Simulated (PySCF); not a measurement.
Radial density of Mn²⁺ (manganese, charge +2)

UHF, [Ar] 3d4 4p1, one real determinant (an excited configuration). Calculation: PySCF 2.14, in aug-cc-pwCVTZ-DK with one added diffuse shell each of s, p, d, f, g type (11s10p8d5f4g, 152 functions); the spin-free X2C one-electron Hamiltonian (Gaussian nucleus).

```csv
r (bohr),4πr²ρ (e/bohr),4πr²(ρα − ρβ)
0.00108,0.2153,0.0000
0.00182,0.5448,0.0000
0.00306,1.350,-0.0001
0.00515,3.227,-0.0001
0.00867,7.255,-0.0004
0.0146,14.63,-0.0008
0.0245,24.46,-0.0012
0.0413,30.11,-0.0003
0.0694,25.44,0.0069
0.117,24.90,0.0422
0.196,33.29,0.2598
0.330,18.59,1.2790
0.555,12.58,3.3573
0.934,12.38,3.4720
1.57,2.669,1.3270
2.64,0.5445,0.5271
4.45,0.1194,0.1194
7.48,0.001029,0.0010
```

Densities and radii are taken from the X2C orbitals without a picture-change correction, which distorts them close to the nucleus.

⟨L²⟩ = 8.01 against 12 for a pure F term, so this real determinant mixes terms.
